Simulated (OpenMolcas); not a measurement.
# Fe3+: moving the ligands

Fe3+ with 5 ligands (oxide) in square pyramidal coordination (C4v) at 1.96 Å, the axial distance 2.215 Å. A charge of +1.4 e stands 2.6 Å behind each ligand. Ligand basis ANO-RCC-VDZP.
```
Fe    0.0000    0.0000    0.0000
O     1.9600    0.0000    0.0000
O     0.0000    1.9600    0.0000
O    -1.9600    0.0000    0.0000
O     0.0000   -1.9600    0.0000
O     0.0000    0.0000    2.2148
```

```
Program             : OpenMolcas
Method              : CASSCF
Basis               : ANO-RCC-VDZP [5s4p2d1f]
Scalar Hamiltonian  : DKH2, point nucleus
Active space        : 5 electrons in 5 orbitals (3d)
State averaging     : 2S+1 = 6 even, 1 root; 2S+1 = 4 even, 24 roots; 2S+1 = 2 even, 75 roots
Spin-orbit coupling : state interaction with AMFI integrals over the reference wave functions
```

Runs around this geometry, states. Energies in cm-1 above the lowest state or level, χT in cm3 K/mol.

```tsv
R (Å)	Ground state	First gap with spin-orbit (degeneracies)	χT at 300 K	First state of another spin
1.86	2S+1 = 6	0.7 (2, 2)	4.385	2S+1 = 4: 22055
1.96	2S+1 = 6	0.4 (2, 2)	4.385	2S+1 = 4: 25408
2.03	2S+1 = 6	0.3 (2, 2)	4.385	2S+1 = 4: 27204
```

Without dynamic correlation the repulsion within the d shell is too large (B by tens of per cent), so at a given field states of lower spin stand too high. The oxide ions are held by bare point charges, a crude embedding. Ligand-to-metal charge-transfer states are missing. With no ligand orbital active B as a rule stays too high, so bands that hang on it stand too high and its fall with covalency is understated. With metal d orbitals alone and no dynamic correlation the field as a rule comes out too small, by tens of per cent, by up to half for chloride and softer ligands. No measured value stands beside these numbers; the geometry was imposed, not optimised, and the real ion may take another.

A state without a sure symmetry label is named by its multiplicity alone.
